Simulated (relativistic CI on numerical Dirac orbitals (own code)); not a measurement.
S⁺: calculation against measurement

Method of calculation: Dirac-Coulomb-Breit CI, separate exchange-only KLI orbitals for each configuration, model QED (radiative potential, 1s self-energy scaled to tabulated hydrogen-like ionisation energies), valence Slater integrals scaled by 0.85, P86 correlation estimate, and configurations built on the next ion tied to the tabulated ionisation energy (semi-empirical) (own radial code, finite nucleus).

Configurations in the expansion (outside the closed core [Ne]): 3s2.3p3, 3s.3p4, 3s2.3p2.3d, 3s2.3p2.4s, 3s2.3p2.4p, 3s2.3p2.4d, 3s2.3p2.5s, 3s2.3p2.4f, 3p5, 3s2.3p.3d2, 3s.3p3.3d, 3s2.3p2.5p, 3s2.3p.4s2, 3s2.3p.3d.4s, 3s2.3p2.5d, 3s2.3p2.5f, 3s2.3p2.5g, 3s2.3p.4s.4p, 3s2.3p.3d.4p, 3p3.3d2, 3s2.3p.4p2, 3s.3p3.4s. Levels of other configurations are missing.

| Configuration | Term (tabulated) | J | Measured (cm⁻¹) | Computed | Error | Purity (%) |
| --- | --- | --- | --- | --- | --- | --- |
| 3s2.3p3 | 4S° | 3/2 | 0.0 | 0 | 0 | 97 |
| 3s2.3p3 | 2D° | 3/2 | 14852.9 | 15605 | 752 | 96 |
| 3s2.3p3 | 2D° | 5/2 | 14884.7 | 15640 | 755 | 97 |
| 3s2.3p3 | 2P° | 1/2 | 24524.8 | 24079 | -446 | 95 |
| 3s2.3p3 | 2P° | 3/2 | 24571.5 | 24123 | -448 | 95 |
| 3s.3p4 | 4P | 5/2 | 79395.4 | 85287 | 5892 | 79 |
| 3s.3p4 | 4P | 3/2 | 79756.8 | 85643 | 5887 | 79 |
| 3s.3p4 | 4P | 1/2 | 79962.6 | 85847 | 5885 | 79 |
| 3s.3p4 | 2D | 3/2 | 97890.7 | 104367 | 6476 | 58 |
| 3s.3p4 | 2D | 5/2 | 97918.9 | 104392 | 6473 | 58 |
| 3s2.3p2.3d | 2P | 3/2 | 105599.1 | 108465 | 2866 | 81 |
| 3s2.3p2.3d | 2P | 1/2 | 106044.2 | 108859 | 2815 | 80 |
| 3s2.3p2.4s | 4P | 1/2 | 109560.7 | 110240 | 679 | 99 |
| 3s2.3p2.4s | 4P | 3/2 | 109831.6 | 110516 | 684 | 99 |
| 3s2.3p2.3d | 4F | 3/2 | 110177.0 | 111132 | 955 | 98 |
| 3s2.3p2.4s | 4P | 5/2 | 110268.6 | 110963 | 695 | 99 |
| 3s2.3p2.3d | 4F | 5/2 | 110313.4 | 111268 | 954 | 98 |
| 3s2.3p2.3d | 4F | 7/2 | 110508.7 | 111464 | 955 | 98 |
| 3s2.3p2.3d | 4F | 9/2 | 110766.6 | 111724 | 958 | 98 |
| 3s2.3p2.4s | 2P | 1/2 | 112937.6 | 113842 | 905 | 95 |
| 3s2.3p2.4s | 2P | 3/2 | 113461.5 | 114345 | 884 | 96 |
| 3s2.3p2.3d | 4D | 1/2 | 114162.3 | 115267 | 1105 | 99 |
| 3s2.3p2.3d | 4D | 3/2 | 114200.5 | 115305 | 1104 | 99 |
| 3s2.3p2.3d | 4D | 5/2 | 114231.0 | 115358 | 1127 | 98 |
| 3s2.3p2.3d | 4D | 7/2 | 114279.3 | 115428 | 1149 | 97 |
| 3s2.3p2.3d | 2F | 5/2 | 114804.4 | 116954 | 2149 | 98 |
| 3s2.3p2.3d | 2F | 7/2 | 115285.6 | 117420 | 2134 | 96 |
| 3s2.3p2.4s | 2D | 3/2 | 121528.7 | 123162 | 1633 | 98 |
| 3s2.3p2.4s | 2D | 5/2 | 121530.0 | 123161 | 1631 | 98 |
| 3s2.3p2.3d | 2G | 7/2 | 127127.1 | 129139 | 2012 | 100 |
| 3s2.3p2.3d | 2G | 9/2 | 127128.4 | 129129 | 2000 | 100 |
| 3s2.3p2.4p | 4D° | 1/2 | 127825.1 | 128203 | 378 | 99 |
| 3s2.3p2.4p | 4D° | 3/2 | 127976.3 | 128354 | 378 | 98 |
| 3s2.3p2.4p | 4D° | 5/2 | 128233.2 | 128614 | 381 | 98 |
| 3s2.3p2.4p | 4D° | 7/2 | 128599.2 | 128990 | 390 | 99 |
| 3s2.3p2.4p | 4P° | 1/2 | 129787.8 | 130017 | 230 | 99 |
| 3s2.3p2.4p | 4P° | 3/2 | 129858.2 | 130083 | 225 | 91 |
| 3s2.3p2.4p | 4P° | 5/2 | 130134.2 | 130381 | 247 | 95 |
| 3s2.3p2.3d | 4P | 5/2 | 130602.2 | 134392 | 3789 | 72 |
| 3s2.3p2.4p | 2D° | 3/2 | 130641.1 | 131016 | 375 | 96 |
| 3s2.3p2.3d | 4P | 1/2 | 130948.9 | 134781 | 3833 | 73 |
| 3s2.3p2.4p | 2D° | 5/2 | 131187.2 | 131567 | 380 | 95 |
| 3s2.3p2.4p | 2P° | 1/2 | 133268.7 | 133515 | 247 | 98 |
| 3s2.3p2.3d | 2D | 3/2 | 133360.9 | 134663 | 1302 | 63 |
| 3s2.3p2.4p | 2P° | 3/2 | 133400.0 | 133661 | 261 | 98 |
| 3s2.3p2.3d | 2D | 5/2 | 133814.8 | 135079 | 1264 | 83 |
| 3s2.3p2.4s | 2S | 1/2 | 136328.8 | 139902 | 3574 | 97 |
| 3s2.3p2.3d | 2F | 5/2 | 138509.2 | 139922 | 1413 | 70 |
| 3s2.3p2.3d | 2F | 7/2 | 138528.0 | 139968 | 1440 | 71 |
| 3s2.3p2.3d | 2P | 1/2 | 139845.0 | 140977 | 1132 | 88 |
| 3s2.3p2.3d | 2P | 3/2 | 140016.8 | 141171 | 1154 | 88 |
| 3s2.3p2.4p | 2F° | 5/2 | 140230.1 | 141417 | 1187 | 95 |
| 3s2.3p2.4p | 2F° | 7/2 | 140319.2 | 141504 | 1184 | 99 |

Measured levels from NIST Handbook of Basic Atomic Spectroscopic Data (Sansonetti and Martin, J. Phys. Chem. Ref. Data 34, 1559 (2005)); pairs were made by configuration, J and term (by order where the table uses no LS term), so strongly mixed levels may be paired wrongly.

Mean error by configuration (cm⁻¹): 3s2.3p3 153; 3s.3p4 6122; 3s2.3p2.3d 1710; 3s2.3p2.4s 1335; 3s2.3p2.4p 451. Over the excited levels the mean absolute error is 1676 cm⁻¹ (52 of the 56 excited levels that our extract of the source holds in range could be paired, and the others can miss by more), and the median relative error of those above 1,000 cm⁻¹ is 0.97 %.

Transition probabilities of persistent lines. The last column rescales the computed rate by the cube of measured over computed energy:

| λ measured (Å) | Lower | Upper | A tabulated (s⁻¹) | A computed | A rescaled |
| --- | --- | --- | --- | --- | --- |
| 5432.81 air | 3s2.3p2.4s 4P_3/2 | 3s2.3p2.4p 4D°_5/2 | 6.80e+07 | 6.35e+07 | 6.68e+07 |
| 5453.83 air | 3s2.3p2.4s 4P_5/2 | 3s2.3p2.4p 4D°_7/2 | 8.50e+07 | 7.98e+07 | 8.40e+07 |
| 5639.97 air | 3s2.3p2.4s 2P_3/2 | 3s2.3p2.4p 2D°_5/2 | 6.60e+07 | 6.36e+07 | 6.93e+07 |
